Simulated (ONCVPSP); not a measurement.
**Transferability test, ONCV potential for C (Z = 6)**

ONCVPSP 4.0.1 input, shortened (lines: element, Z, core and valence counts, functional; n l f; lmax; l rc ep ncon nbas qcut; lloc lpopt rc5 dvloc0; l nproj debl; icmod fcfact rcfact), Wu-Cohen, scalar-relativistic:

```
  C 6.00    0    3  -118130      upf
    1    0    2.00
    2    0    1.00
    2    1    3.00
    2
    0    0.50    0.00    4    9   27.80
    1    1.80    0.00    5    8    7.60
    2    1.55    0.07    3    6    5.60
    4    5    0.35    2.00
    0    2    1.80
    1    2    1.70
    2    3    2.10
    0    0.00    0.00
```

Energies are relative to the spin-unpolarised reference configuration 1s2 2s1 2p3; without spin polarisation the order of configurations can differ from experiment. Not all tests gave a result: 1 of 4 tests not solved or not reliable.

```tsv
valence configuration	charge	ΔE all-electron (eV)	error AE − PS (meV)
1s2 2s2 2p2	0	-8.433	-4.1
1s2 2s2 2p1	+1	2.382	+24
1s2 2s2 2p0	+2	26.455	+164
```

Levels in the configuration 1s2 2s2 2p1:

```csv
level,all-electron (eV),pseudo (eV)
1s,-287.810,-287.273
2s,-25.672,-25.626
2p,-16.950,-16.888
```
